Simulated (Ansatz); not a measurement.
Ansatz (a program for electronic structure) input (PBE0/def2-TZVPD):

Ansatz 0.2 input:
```yaml
crystal:
  periodic: [false, false, false]
  atoms:
    - {symbol: C, position_ang: [1.32087976, 2.45053667, 1.15302566]}
    - {symbol: C, position_ang: [1.47004532, 1.41849731, 0.54675612]}
    - {symbol: Si, position_ang: [1.59910935, -0.17002501, -0.34538371]}
    - {symbol: Si, position_ang: [-0.36441099, -1.38148285, 0.07176169]}
    - {symbol: Si, position_ang: [-2.22318085, -0.03326961, -0.39814655]}
    - {symbol: H, position_ang: [1.19726026, 3.36345379, 1.68493255]}
    - {symbol: H, position_ang: [1.72989316, 0.10732253, -1.79511285]}
    - {symbol: H, position_ang: [2.81126005, -0.88722424, 0.11392818]}
    - {symbol: H, position_ang: [-0.38934244, -1.80449433, 1.49502517]}
    - {symbol: H, position_ang: [-0.38416306, -2.60043367, -0.77817228]}
    - {symbol: H, position_ang: [-3.48516129, -0.79953986, -0.25350839]}
    - {symbol: H, position_ang: [-2.13206091, 0.47173907, -1.78979296]}
    - {symbol: H, position_ang: [-2.25448114, 1.12185734, 0.52877004]}
basis:
  gaussian:
    orbitals: def2-TZVPD
hamiltonian:
  xc: {name: PBE0}
output: {forces: true}
```

End of the output:

```
integrals: 0.28 GiB planned
1644 factors; their error is unknown
0.44 GiB of the device are held for the grids
1.74 GiB of device memory are held for the factors and their scratch space
mean field: 1.76 GiB planned
mean field evaluation 1: about -25819.2647 eV, gradient 4.4e1 eV
mean field evaluation 2: about -25817.6889 eV, gradient 4.8e1 eV
mean field evaluation 4: about -25823.9598 eV, gradient 4.4e0 eV
mean field evaluation 8: about -25824.0029 eV, gradient 3.8e-2 eV
mean field evaluation 16: about -25824.0169 eV, gradient 7.8e-5 eV
mean field -25824.01694282 eV, -949.0151185013 hartree, gradient 2.3e-5 eV, S^2 0.000000; 0 other end points of the search recorded, 0 dependent functions left out
the calculation of the forces begins
reference -25824.01699000 eV, -949.0151202351 hartree; 31, 31 occupied and 244, 244 virtual orbitals, 1644 factors
Total energy: -25824.01699000 eV, -949.0151202351 hartree
Atom 0 at     1.320880     2.450537     1.153026 Å, force     0.013440    -0.015487    -0.011156 eV/Å
Atom 1 at     1.470045     1.418497     0.546756 Å, force     0.017695    -0.068426    -0.038311 eV/Å
Atom 2 at     1.599109    -0.170025    -0.345384 Å, force    -0.095228     0.028965     0.068229 eV/Å
Atom 3 at    -0.364411    -1.381483     0.071762 Å, force    -0.011999     0.114819    -0.042731 eV/Å
Atom 4 at    -2.223181    -0.033270    -0.398147 Å, force     0.077664    -0.074387     0.014100 eV/Å
Atom 5 at     1.197260     3.363454     1.684933 Å, force    -0.008227     0.082591     0.047249 eV/Å
Atom 6 at     1.729893     0.107323    -1.795113 Å, force     0.009231     0.018340    -0.085495 eV/Å
Atom 7 at     2.811260    -0.887224     0.113928 Å, force     0.069619    -0.042855     0.030579 eV/Å
Atom 8 at    -0.389342    -1.804494     1.495025 Å, force    -0.000826    -0.025276     0.080084 eV/Å
Atom 9 at    -0.384163    -2.600434    -0.778172 Å, force     0.001496    -0.066635    -0.048278 eV/Å
Atom 10 at    -3.485161    -0.799540    -0.253508 Å, force    -0.067915    -0.046502     0.009260 eV/Å
Atom 11 at    -2.132061     0.471739    -1.789793 Å, force     0.000310     0.027092    -0.080000 eV/Å
Atom 12 at    -2.254481     1.121857     0.528770 Å, force    -0.005260     0.067761     0.056470 eV/Å
Dipole moment:    -0.035885     0.053045     0.054632 e Å
```
